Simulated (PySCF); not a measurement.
**Cost of response and excited-state runs on SMILES C(B1N(SC)C=CC=C1)(C)=O, C7H10BNOS**

Geometry:
```json
{"atom": "C1", "x (Å)": "-2.120", "y (Å)": "1.955", "z (Å)": "-0.262"}
{"atom": "S2", "x (Å)": "-1.070", "y (Å)": "1.193", "z (Å)": "-1.527"}
{"atom": "N3", "x (Å)": "-0.561", "y (Å)": "-0.234", "z (Å)": "-0.668"}
{"atom": "C4", "x (Å)": "-1.166", "y (Å)": "-1.394", "z (Å)": "-1.028"}
{"atom": "C5", "x (Å)": "-0.847", "y (Å)": "-2.578", "z (Å)": "-0.445"}
{"atom": "C6", "x (Å)": "0.136", "y (Å)": "-2.641", "z (Å)": "0.567"}
{"atom": "C7", "x (Å)": "0.788", "y (Å)": "-1.515", "z (Å)": "0.976"}
{"atom": "B8", "x (Å)": "0.447", "y (Å)": "-0.190", "z (Å)": "0.333"}
{"atom": "C9", "x (Å)": "1.124", "y (Å)": "1.214", "z (Å)": "0.688"}
{"atom": "C10", "x (Å)": "2.498", "y (Å)": "1.430", "z (Å)": "0.088"}
{"atom": "O11", "x (Å)": "0.607", "y (Å)": "2.068", "z (Å)": "1.384"}
{"atom": "H12", "x (Å)": "-1.521", "y (Å)": "2.158", "z (Å)": "0.622"}
{"atom": "H13", "x (Å)": "-2.483", "y (Å)": "2.883", "z (Å)": "-0.692"}
{"atom": "H14", "x (Å)": "-2.952", "y (Å)": "1.295", "z (Å)": "-0.035"}
{"atom": "H15", "x (Å)": "-1.912", "y (Å)": "-1.323", "z (Å)": "-1.807"}
{"atom": "H16", "x (Å)": "-1.353", "y (Å)": "-3.477", "z (Å)": "-0.761"}
{"atom": "H17", "x (Å)": "0.356", "y (Å)": "-3.608", "z (Å)": "1.000"}
{"atom": "H18", "x (Å)": "1.534", "y (Å)": "-1.615", "z (Å)": "1.754"}
{"atom": "H19", "x (Å)": "3.171", "y (Å)": "0.659", "z (Å)": "0.459"}
{"atom": "H20", "x (Å)": "2.884", "y (Å)": "2.413", "z (Å)": "0.344"}
{"atom": "H21", "x (Å)": "2.433", "y (Å)": "1.324", "z (Å)": "-0.993"}
```

PySCF with density fitting, on 1 thread of an Arm Neoverse V1, shared host. Command: `OMP_NUM_THREADS=1 python excited_run.py task.json out`

Task: How long does this run take, and how much memory?
- excited states, BHandHLYP/def2-SVP; Tamm-Dancoff; spin-orbit couplings; 6 states; 6 triplets; quadratic response for 4 states; writes grids

Result: 
```csv
run,level,basis functions,wall time,peak memory (GiB)
excited states,BHandHLYP/def2-SVP,208,78 s,0.98
```
Times from a shared host are rough.
